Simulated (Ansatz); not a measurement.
Geometry optimisation, RKS LDA/def2-SVP in Ansatz.

Input file:

```yaml
crystal:
  periodic: [false, false, false]
  atoms:
    - { symbol: "N", position_ang: [1.53203, 0.27501, -0.53106] }
    - { symbol: Si, position_ang: [0.3066, -0.43734, 0.23475] }
    - { symbol: F, position_ang: [0.62815, -1.74964, 1.07293] }
    - { symbol: Se, position_ang: [-1.91432, -0.19679, 0.55971] }
    - { symbol: H, position_ang: [1.41978, 1.11186, -1.08293] }
    - { symbol: H, position_ang: [-1.97225, 0.9969, -0.2534] }
basis:
  gaussian: { orbitals: def2-SVP }
hamiltonian:
  xc: lda
relax:
  f_tol: 0.015
  max_steps: 40
```

Run as:

```bash
$ ansatz run input.yaml --threads 1 --pin off --max-ram 2048MiB --backend cpu --events-out ev --progress --plain --runs-dir out
```

Q: Where does it end, and by what steps?

A: The run converged. After 6 steps the energy has fallen by 0.043 eV; H6 moved furthest, 0.06 Å.

```csv
step,energy less start (eV),largest force component (eV/Å),accepted
0,0.0000,1.066,yes
1,-0.0361,0.415,yes
2,-0.0413,0.105,yes
3,-0.0424,0.044,yes
4,-0.0425,0.034,yes
5,-0.0425,0.024,yes
6,-0.0426,0.012,yes
```

```xyz
6
Properties=species:S:1:pos:R:3
N 1.504 0.277 -0.525
Si 0.305 -0.439 0.236
F 0.623 -1.767 1.085
Se -1.898 -0.211 0.566
H 1.387 1.127 -1.088
H -1.921 1.011 -0.275
```

Whether the end is a true minimum wasn't checked by a vibrational analysis.

The run took 8.3 s on 1 thread of Intel(R) Xeon(R) 6975P-C (Granite Rapids) (shared host), peak memory 0.15 GiB.
